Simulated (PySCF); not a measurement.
Ta(O)(OH)2(NH2) (H4NO3Ta), SMILES [NH2][Ta](=[O])([OH])[OH], multiplicity 1.

Geometry: PBE-D3(BJ)/def2-SVP. The multiplicity is an assumed one; no other spin state was optimised. The structure was generated by enumeration; whether it is a known compound was not checked. The def2 effective core potentials stand for the cores of Ta; spin–orbit coupling is left out. The values are those of a single conformer.

Computed with PBE-D3(BJ)/def2-SVP in PySCF.

Frequencies are harmonic and unscaled.

| mode | ν (cm⁻¹) | IR (km/mol) | moving atoms (share of kinetic energy) |
|---|---|---|---|
| 1 | 168 | 0.5 | O 32 %, H 30 %, N 26 %, Ta 12 % |
| 2 | 171 | 3.5 | O 51 %, H 26 %, Ta 13 %, N 9 % |
| 3 | 175 | 5.0 | O 56 %, H 22 %, Ta 13 %, N 9 % |
| 4 | 181 | 8.9 | O 63 %, H 21 %, N 16 % |
| 5 | 205 | 6.5 | O 68 %, H 16 %, N 16 % |
| 6 | 310 | 43.0 | H 80 %, O 19 % |
| 7 | 326 | 180.6 | H 69 %, O 28 % |
| 8 | 341 | 0.5 | H 90 %, O 10 % |
| 9 | 432 | 236.3 | H 79 %, N 20 % |
| 10 | 481 | 201.2 | H 79 %, O 20 % |
| 11 | 486 | 63.9 | H 65 %, O 34 % |
| 12 | 574 | 9.2 | H 77 %, N 19 % |
| 13 | 662 | 96.8 | N 74 %, H 14 %, Ta 11 % |
| 14 | 685 | 52.6 | O 81 %, H 11 % |
| 15 | 692 | 92.9 | O 70 %, H 16 %, Ta 14 % |
| 16 | 957 | 113.6 | O 91 %, Ta 8 % |
| 17 | 1462 | 27.5 | H 90 %, N 10 % |
| 18 | 3472 | 62.1 | H 96 % |
| 19 | 3569 | 35.8 | H 92 %, N 8 % |
| 20 | 3791 | 277.2 | H 94 % |
| 21 | 3794 | 79.0 | H 94 % |
